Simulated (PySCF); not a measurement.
Sb³⁺ (antimony, charge +3) across methods

[Kr] 4d10 5s2, closed-shell 1S. Computed with PySCF 2.14 in aug-cc-pwCVTZ-PP with ECP28MDF (8s7p6d4f1g, 96 functions), with a scalar-relativistic core potential.

```
method  E (hartree)  mean ε 4p (eV)  mean ε 4d (eV)  mean ε 5s (eV)  Σ⟨r²⟩ (bohr²)   ⟨S²⟩
  PW91    -238.4530         -132.40         -62.535         -39.122          27.78  0.000
   PBE    -238.3664         -132.29         -62.442         -39.000          27.79  0.000
  TPSS    -238.2773         -132.92         -62.517         -38.812          27.79  0.000
 HSE06    -238.3723         -137.68         -65.055         -39.634          27.80  0.000
 M06-L    -238.5606         -134.66         -63.171         -38.742          27.68  0.000
r2SCAN    -238.4479         -135.33         -63.326         -39.178          27.74  0.000
   UHF   -237.48714         -154.31         -73.372         -41.868          28.05  0.000
   LDA    -237.9766         -132.16         -62.545         -39.494          27.81  0.000
```

Task: Estimate the same row for PBE0.

Result: E (hartree) = -238.3749; mean ε 4p (eV) = -138.11; mean ε 4d (eV) = -65.492; mean ε 5s (eV) = -39.961; Σ⟨r²⟩ (bohr²) = 27.80; ⟨S²⟩ = 0.000.

Energies and moments cover only the electrons outside the core potential.
